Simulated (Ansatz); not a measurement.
The cluster Al6Ir⁺, relaxed as a singlet with RKS PBE-D4/def2-SVP in Ansatz, starting from packed atoms. Force threshold 0.02 eV/Å.

In the def2 sets Ir takes a core potential; there is no spin–orbit coupling. The restricted singlet is unstable towards broken spin symmetry in Hartree–Fock (as tested in another run); at PBE-D4/def2-SVP this wasn't settled. Another isomer (singlet) lies 0.21 eV lower at PBE0-D4/def2-TZVP; other spin states weren't run for this one.

Start:

```xyz
7

Ir    1.075    0.389    1.728
Al    0.219    0.603   -1.039
Al   -0.150   -1.577    0.700
Al   -0.228    2.490    0.257
Al   -1.472    0.580    0.644
Al   -1.283   -1.353   -1.592
Al    1.838   -1.131   -0.698
```

Estimate the energy that the relaxation releases and the steps that it takes.

79.3 kcal/mol, in 11 steps; 28 s on 4 threads of Arm Neoverse V1 on a shared host. No frequencies were taken in this run, so the end may be a saddle point.

Does the start keep its bonding?

Bonds lost: Al3–Al5 (atoms count from 1). Metal–metal contacts that move far: Al2–Al5 2.39 to 2.91 Å.

Predict the relaxed structure.


```xyz
7

Ir    0.558    0.243    1.195
Al    0.233    0.340   -1.278
Al    0.266   -2.101    0.292
Al    0.219    2.535    0.371
Al   -1.840    0.863    0.703
Al   -1.930   -1.215   -1.265
Al    2.494   -0.665   -0.018
```
Bond lengths (bridged metal pairs left out): 8 × Al–Al 2.66 to 2.90 Å; 5 × Al–Ir 2.46 to 2.53 Å.
